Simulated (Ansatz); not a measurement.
Geometry optimisation, RKS BHLYP/def2-SVP (Ansatz 0.2.0).

input.yaml

```yaml
crystal:
  periodic: [false, false, false]
  atoms:
    - { symbol: Ge, position_ang: [0.229959, 0.063181, 0.050957] }
    - { symbol: F, position_ang: [0.549622, -0.009635, 1.710336] }
    - { symbol: H, position_ang: [1.732037, -0.057898, -0.121656] }
    - { symbol: H, position_ang: [-0.621456, 1.247231, -0.358277] }
    - { symbol: F, position_ang: [-0.635461, -1.348979, -0.39346] }
basis:
  gaussian: { orbitals: def2-SVP }
hamiltonian:
  xc: { name: BHLYP }
relax:
  f_tol: 0.03
  max_steps: 50
```

Run as:

```bash
$ ansatz run input.yaml --threads 1 --pin off --max-ram 2048MiB --backend cpu --events-out ev --progress --plain --runs-dir out
```

Task: Where does it end, and by what steps?

Result: The run converged. After 3 steps the energy has fallen by 0.400 eV; H3 moved furthest, 0.27 Å.

```
step  energy less start (eV)  largest force component (eV/Å)  accepted
   0                  0.0000                           1.756       yes
   1                 -0.3596                           0.383       yes
   2                 -0.3976                           0.155       yes
   3                 -0.3998                           0.022       yes
```

```xyz
5
Properties=species:S:1:pos:R:3
Ge 0.295 0.056 0.111
F 0.324 0.005 1.829
H 1.722 -0.062 -0.388
H -0.533 1.257 -0.308
F -0.553 -1.363 -0.356
```

Time of the run: 12 s on 1 thread of Arm Neoverse V1 (shared host), peak memory 0.13 GiB.
